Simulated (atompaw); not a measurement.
Building the PAW (atompaw) potential for ruthenium (Ru) (PBEsol, scalar-relativistic).

* Element: Ru (Z = 44)
* Generator: atompaw 4.2.0.5
* Type: PAW
* Functional: PBEsol
* Relativity: scalar-relativistic
* Frozen core: [Kr]
* Valence charge: 8
* Reference configuration: 4d7 5s0 5p1
* Partial waves: 5s (bound, empty): rc 2.50 bohr; 5s channel at 0.05 Ry: rc 2.50 bohr; 5p (bound): rc 1.60 bohr; 5p channel at 2.85 Ry: rc 1.60 bohr; 4d (bound): rc 2.05 bohr; 4d channel at -0.05 Ry: rc 2.50 bohr
* Local potential: ultrasoft scheme with l = 3 at 0 Ry, radius 2.25 bohr
* Core correction: smooth core density matched at 1.90 bohr
* Augmentation charge: sinc compensation charge, radius 1.95 bohr; PAW radius 2.50 bohr; waves and projectors: custom polynom2 7 10 vanderbiltortho

All-electron outer shells of the reference configuration (PBEsol, scalar-relativistic, ld1.x):

| shell | level (eV) | outermost node (bohr) | outermost maximum (bohr) |
| --- | --- | --- | --- |
| 4s | -77.94 | 0.48 | 0.92 |
| 4p | -48.02 | 0.49 | 0.98 |
| 4d | -6.78 | 0.48 | 1.21 |
| 5s | -5.35 | 1.23 | 2.66 |
| 5p | -1.72 | 1.41 | 3.77 |

(1) Estimate the cutoffs (Ry, on a coarse ladder) from which the occupation-weighted sum of valence levels, in a spherical-Bessel basis at the reference potential, stays within 10 and 1 mRy of its value at 400 Ry.

(2) What does a ghost test show?

(3) Is the overlap operator S = 1 + Σ q|β⟩⟨β| positive definite (Bessel basis up to 400 Ry)?

Answers

(1) 21 Ry and 30 Ry.

(2) Ghost state, extra bound levels that the all-electron valence spectrum of the same l lacks: p at -52.2 eV. A true bound ghost makes a file unfit for plane-wave use.

(3) Yes: its lowest eigenvalue is 0.11 (d channel).
